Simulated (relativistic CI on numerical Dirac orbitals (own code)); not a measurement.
# One change at a time: Ga¹⁷⁺

Base calculation: Dirac-Coulomb-Breit CI, KLI orbitals optimised for each configuration, model QED (radiative potential, 1s self-energy scaled to tabulated hydrogen-like ionisation energies), unscaled Slater integrals.

Configuration list (outside the closed core [Ne]): 3s2.3p2, 3s.3p3, 3s2.3p.3d, 3p4, 3s.3p2.3d, 3p3.3d, 3s.3p.3d2, 3s2.3d.4p, 3s2.3p.4s, 3p3.4s, 3p3.4p, 3s2.3p.4p, 3s.3p.3d.4s, 3s2.3p.4d, 3s.3p2.4s, 3s2.3p.4f, 3s.3p2.4p, 3p2.3d.4p, 3s.3p2.4d, 3s.3p2.4f, 3s2.3p.5s, 3s2.3p.5p, 3s2.4s.4p, 3s2.3p.5d, 3s2.3p.5f, 3s2.3p.5g, 3s.3p.4s2, 3s.3p2.5s, 3s2.3d2, 3s.3d3, 3p2.3d2, 3p.3d3, 3p.3d2.4s, 3p.3d2.4p, 3p.3d2.4d, 3s2.3d.4s, 3s.3d2.4s, 3s.3p.3d.4p, 3s.3d2.4p, 3s.3d.4s.4p, 3s.3d.4p2, 3s.3d.4p.4d, 3p2.3d.4s, 3p.3d.4s2, 3p.3d.4s.4p, 3p.3d.4s.4d, 3s2.4s2, 3s.3d.4s2, 3s2.4p2, 3s.3p.4s.4p, 3s.4s2.4p, 3s.4s.4p2, 3s.4s.4p.4d. Double excitations out of closed p, d and f shells are left out; levels of such configurations are missing from the list, as are those of other unlisted configurations, and high levels can miss mixing partners. These lack a partner that the ground configuration has and come out too high: 3s.3p2.4d, 3s.3p2.4f, 3s.3p2.5s, 3s2.3p.4f, 3s2.3p.5s.

Variants: (1) QED terms removed; (2) non-relativistic limit. Shifts of the energy above 3s2.3p2 3P_0, in cm⁻¹, for the lowest level and the first level of each name with at least 55 % of one term (blank where a level changes its place among those of its configuration and J or its character, or is not in the variant):

| Level | Base | Δ(1) | Δ(2) |
| --- | --- | --- | --- |
| 3s2.3p2 3P_0 | 0 | 0 | 0 |
| 3s2.3p2 3P_1 | 27638 | -81 | -27638 |
| 3s2.3p2 3P_2 | 45668 | -99 | -45668 |
| 3s2.3p2 1D_2 | 95577 | -159 | -54342 |
| 3s2.3p2 1S_0 | 154770 | -136 | -56381 |
| 3s.3p3 5S°_2 | 319254 | +1156 | -75408 |
| 3s.3p3 3D°_1 | 415058 | +1051 | -69259 |
| 3s.3p3 3D°_2 | 416139 | +1047 | -70339 |
| 3s.3p3 3D°_3 | 426572 | +1013 | -80773 |
| 3s.3p3 3P°_0 | 478800 | +1028 | -81316 |
| 3s.3p3 3P°_1 | 481918 | +1009 | -84433 |
| 3s.3p3 3P°_2 | 483506 | +932 | -86021 |
| 3s.3p3 3S°_1 | 589168 | +1192 | -72322 |
| 3s2.3p.3d 3F°_2 | 596128 | +33 | -40067 |
| 3s2.3p.3d 3F°_3 | 612353 | -40 | -56292 |
| 3s.3p3 1P°_1 | 638550 | +982 | -100528 |
| 3s2.3p.3d 3F°_4 | 639243 | -114 | -83182 |
| 3s2.3p.3d 3P°_0 | 708130 | +38 | -78049 |
| 3s2.3p.3d 3D°_3 | 716054 | +48 | -74520 |
| 3s2.3p.3d 1F°_3 | 781046 | -72 | -69798 |
| 3s2.3p.3d 1P°_1 | 803337 | +65 | -74352 |
| 3s.3p2.3d 5F_2 | 885582 | +1249 | -78809 |

At this charge energies of transitions that change n are usually good to better than 1 %, and those within a shell (Δn = 0) to a few per cent.

Ionisation energy from the two ground configurations alone: base 637.824 eV. The NIST ASD value (semi-empirical) is 640 eV.

LS names give the leading component of a level, which can be under half, so a name can repeat, a term be missing and a line seem to break the LS rules.
